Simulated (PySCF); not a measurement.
# How methods differ on the excitation energy of Mn

Mn [Ar] 3d5 4s2 (6S) → Mn [Ar] 3d4 4s2 5s1 (6D), as a difference of total energies. Calculation: PySCF 2.14, in x2c-TZVPPall with one added diffuse shell each of s, p, d, f type (7s6p5d3f1g, 80 functions); scalar relativity by spin-free X2C-1e. Correlated levels: valence: [Ar] frozen; valence and next inner shell: [Ne] frozen. The calculations carry no spin-orbit coupling.

```json
{"method": "UHF", "excitation energy (eV)": "10.675"}
{"method": "LDA", "excitation energy (eV)": "12.258"}
{"method": "PBE", "excitation energy (eV)": "11.879"}
{"method": "PBE0", "excitation energy (eV)": "11.725"}
{"method": "r2SCAN", "excitation energy (eV)": "12.051"}
{"method": "B2PLYP", "excitation energy (eV)": "11.490"}
{"method": "M06", "excitation energy (eV)": "11.939"}
{"method": "r2SCANh", "excitation energy (eV)": "11.973"}
{"method": "PW91", "excitation energy (eV)": "11.941"}
{"method": "MP2 (valence)", "excitation energy (eV)": "11.310"}
{"method": "SCS-MP2 (valence)", "excitation energy (eV)": "10.707"}
{"method": "MP2 (valence and next inner shell)", "excitation energy (eV)": "11.654"}
{"method": "SCS-MP2 (valence and next inner shell)", "excitation energy (eV)": "11.122"}
```

**Question.** How much does correlation contribute at MP2 (valence and next inner shell)?

**Answer.** 11.654 − (10.675) = 0.979 eV, measured against UHF.

A first-order spin-orbit estimate (lowest level to lowest level, LS coupling) adds -0.063 eV.

The upper state lies above the first ionisation limit, where it may autoionise and the basis confines it. A Rydberg-like electron needs more diffuse functions than a valence basis has.

The promoted electron is Rydberg-like, and one or two diffuse shells describe it only roughly, which tends to raise the upper state.
